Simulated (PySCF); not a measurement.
Electron correlation in Be (beryllium, neutral)

[He] 2s2, closed-shell 1S. All numbers are calculated (PySCF 2.14, no relativity, point nucleus, in cc-pVTZ (4s3p2d1f, 30 functions)). Frozen: 1s2; 2 electrons correlated.

Total MP2 correlation energy: -28.18 mhartree.

Same-spin part 0.00 and opposite-spin part -28.18 mhartree; SCS-MP2 scales them by 1/3 and 6/5 to -33.81 mhartree.

With two correlated electrons CCSD is exact within the correlated space (frozen core and kept virtual orbitals).

| level | correlation energy (mhartree) |
| --- | --- |
| CCSD | -45.55 |

Diagnostics: T1 = 0.020, D1 = 0.0278, largest double amplitude 0.129.

Question: Is a single reference adequate?

Answer: Mostly. T1 lies below 0.03, but a double amplitude of this size points to a near-degeneracy that CCSD handles and MP2 describes poorly.
